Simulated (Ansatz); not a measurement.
One change: `C[SiH](F)N[SiH](O)O` becomes `C[SiH](F)N[SiH3]`.

Ansatz, PBE0-D4/def2-TZVP geometries, multiplicity 1. Each molecule was computed in one conformer, which needn't be the lowest.

```json
{"property": "size of the dipole moment (ωB97M-V/def2-TZVPP) / D", "`C[SiH](F)N[SiH](O)O`": "3.36"}
{"property": "HOMO energy (PBE/def2-TZVPP) / eV", "`C[SiH](F)N[SiH](O)O`": "-6.69"}
{"property": "HOMO–LUMO gap (ωB97M-V/def2-TZVPP) / eV", "`C[SiH](F)N[SiH](O)O`": "12.44"}
{"property": "HOMO energy (B3LYP/def2-TZVPP) / eV", "`C[SiH](F)N[SiH](O)O`": "-7.87"}
{"property": "size of the dipole moment (PBE/def2-TZVPP) / D", "`C[SiH](F)N[SiH](O)O`": "3.26"}
{"property": "LUMO energy (PBE0/def2-TZVPP) / eV", "`C[SiH](F)N[SiH](O)O`": "0.61"}
```

Q: Give the same properties after the change, and the shifts. (An estimate is asked.)

A: Ansatz gave: 
| property | `C[SiH](F)N[SiH3]` | shift |
| --- | --- | --- |
| size of the dipole moment (ωB97M-V/def2-TZVPP) / D | 1.54 | -1.82 |
| HOMO energy (PBE/def2-TZVPP) / eV | -6.56 | 0.13 |
| HOMO–LUMO gap (ωB97M-V/def2-TZVPP) / eV | 12.04 | -0.40 |
| HOMO energy (B3LYP/def2-TZVPP) / eV | -7.70 | 0.17 |
| size of the dipole moment (PBE/def2-TZVPP) / D | 1.49 | -1.77 |
| LUMO energy (PBE0/def2-TZVPP) / eV | 0.22 | -0.39 |

With PBE0 the HOMO rises by 0.19 eV and the LUMO falls by 0.39 eV, so the gap narrows by about 0.58 eV. PBE moves the HOMO by 0.13 eV and ωB97M-V by 0.21 eV. Dipoles are sizes alone; their direction can turn.

B3LYP here is the variant with VWN-RPA as its local correlation; programs differ in this.
